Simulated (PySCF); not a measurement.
**Spin-rotation constants: `O[SiH2]O/C=C/Cl`, C2H5ClO2Si**

Molfile (atoms numbered from 1):
```
C2H5ClO2Si
     RDKit          3D

 11 10  0  0  0  0  0  0  0  0999 V2000
   -1.5847    0.5288   -0.5001 O   0  0  0  0  0  0  0  0  0  0  0  0
   -0.7851    0.1490    0.8925 Si  0  0  0  0  0  4  0  0  0  0  0  0
    0.7627   -0.4323    0.6026 O   0  0  0  0  0  0  0  0  0  0  0  0
    1.8952    0.2946    0.5512 C   0  0  0  0  0  0  0  0  0  0  0  0
    3.0187   -0.1930    0.0181 C   0  0  0  0  0  0  0  0  0  0  0  0
    4.4751    0.7292   -0.0238 Cl  0  0  0  0  0  0  0  0  0  0  0  0
   -1.2658    1.2598   -1.0367 H   0  0  0  0  0  0  0  0  0  0  0  0
   -1.5374   -0.9610    1.5094 H   0  0  0  0  0  0  0  0  0  0  0  0
   -0.6160    1.3433    1.7739 H   0  0  0  0  0  0  0  0  0  0  0  0
    1.8696    1.3061    0.9805 H   0  0  0  0  0  0  0  0  0  0  0  0
    3.0778   -1.1947   -0.4111 H   0  0  0  0  0  0  0  0  0  0  0  0
  1  2  1  0
  2  3  1  0
  3  4  1  0
  4  5  2  0
  5  6  1  0
  1  7  1  0
  2  8  1  0
  2  9  1  0
  4 10  1  0
  5 11  1  0
M  END
```

Computed with PySCF 2.14.0, GIAO PBE/pcSseg-1 magnetisability, rotational g tensor and spin-rotation constants, non-relativistic, gas phase. Geometry: PBE0-D3(BJ)/def2-SVP.

Question: Give the nuclear spin-rotation constants along the inertial axes (H = +C I·J) beside the isotropic shieldings.

Answer: Rotational constants 9.3437, 0.7293, 0.7096 GHz. A star marks the isotopologue with that one atom substituted, in its own axes.
| atom | isotope | Caa (kHz) | Cbb (kHz) | Ccc (kHz) | mean (kHz) | σ (ppm) |
| --- | --- | --- | --- | --- | --- | --- |
| Cl6 | 35Cl | 1.479 | 0.160 | 0.171 | 0.603 | 798.0 |
| H7 | 1H | -1.012 | 0.000 | -0.084 | -0.365 | 29.1 |
| H8 | 1H | -0.372 | -0.013 | -0.051 | -0.145 | 26.5 |
| H9 | 1H | -0.721 | -0.065 | 0.034 | -0.251 | 26.0 |
| H10 | 1H | -0.787 | -0.076 | 0.060 | -0.268 | 24.6 |
| H11 | 1H | -0.919 | -0.072 | 0.056 | -0.311 | 25.3 |
| O1 | 17O* | -0.758 | -0.094 | -0.078 | -0.310 | 264.8 |
| Si2 | 29Si* | -5.737 | -0.449 | -0.445 | -2.210 | 358.9 |
| O3 | 17O* | -2.444 | -0.066 | -0.153 | -0.888 | 165.4 |
| C4 | 13C* | 3.452 | 0.191 | 0.301 | 1.315 | 30.8 |
| C5 | 13C* | 3.205 | 0.154 | 0.244 | 1.201 | 64.8 |

For the geometry as given, no vibrational averaging.

Question: How do the rotational constants and the g tensor change when H7, H8, H9, H10, H11 are replaced by deuterium?

Answer: Constants 7.4982, 0.6982, 0.6814 GHz; g -0.0672, -0.0089, -0.0104, against -0.0833, -0.0093, -0.0109 before.
